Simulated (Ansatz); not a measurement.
A nudged elastic band was laid between two geometries of F$_{2}$H$_{5}$NOSiSn (11 atoms, charge 0, multiplicity 1).

Level of theory: RKS PBE/def2-SVP in Ansatz.

- movable images: 9
- climbing image: yes
- spring: 5.0 eV/Å²
- optimiser: quadratic models (default)
- start path: through a guess of the saddle point
- force threshold: 0.05 eV/Å
- iteration limit: 53
- end points: relaxed

Initial state:

```xyz
11
Properties=species:S:1:pos:R:3
O -2.323 -0.120 0.605
Sn -1.076 -0.963 -0.722
N 0.859 -0.680 0.004
Si 1.394 0.876 0.444
F 2.491 1.526 -0.573
F 0.055 1.823 0.266
H -2.030 0.806 0.721
H -1.395 -2.651 -0.648
H -1.191 -0.192 -2.261
H 1.331 -1.512 0.370
H 1.951 1.031 1.816
```

Final state:

```xyz
11
Properties=species:S:1:pos:R:3
O -2.445 -1.490 0.595
Sn -1.167 -0.507 -0.605
N 0.406 -0.033 0.677
Si 1.760 0.842 0.128
F 3.127 -0.042 0.007
F 1.330 1.269 -1.400
H -2.938 -0.859 1.153
H -0.722 -1.694 -1.767
H -1.848 0.968 -1.190
H 0.425 -0.582 1.542
H 2.137 2.071 0.879
```

(1) What changes between the two ends?

(2) What energy profile does the band end with?

(3) What is the geometry of the highest image?

## Answers

(1) No bond is made or broken. The dihedral H9–Sn2–N3–Si4 goes from 67 to -61°.

(2) The forces met the threshold. The highest image is number 7 of 0 to 10, 0.071 eV above the first end and 0.005 eV above the last; the last end lies 0.065 eV above the first. The top lies less than 8 meV above the higher end, about what the thresholds resolve: that end is a shoulder or a very shallow well. A vibrational analysis at the climbing image gives no mode beyond 40i cm⁻¹: the surface is too flat there to confirm a saddle point.

```csv
image,path coordinate (Å),energy (eV),dihedral H9–Sn2–N3–Si4 (°)
0,0.00,0.000,67
1,0.63,0.007,53
2,1.26,0.015,38
3,1.89,0.024,22
4,2.52,0.038,9
5,3.15,0.055,-3
6,3.78,0.067,-15
7,4.42,0.071,-29
8,4.84,0.070,-39
9,5.26,0.067,-50
10,5.68,0.065,-61
```

(3) 
```xyz
11
Properties=species:S:1:pos:R:3:forces:R:3
O -2.551 -1.235 0.761 0.00 0.00 0.00
Sn -1.159 -0.727 -0.597 0.00 0.00 0.00
N 0.512 -0.202 0.522 0.00 0.00 0.00
Si 1.689 0.963 0.105 0.00 0.00 0.00
F 3.159 0.309 -0.174 0.00 0.00 0.00
F 1.177 1.610 -1.307 0.00 0.00 0.00
H -2.840 -0.447 1.261 0.00 0.00 0.00
H -0.921 -2.218 -1.424 0.00 0.00 0.00
H -1.608 0.655 -1.520 0.00 0.00 0.00
H 0.693 -0.831 1.312 0.00 0.00 0.00
H 1.915 2.065 1.082 0.00 0.00 0.00
```

Run time: 5.3 min on 2 threads of Intel(R) Xeon(R) 6975P-C (Granite Rapids), with other jobs on the host, peak memory 0.2 GiB.
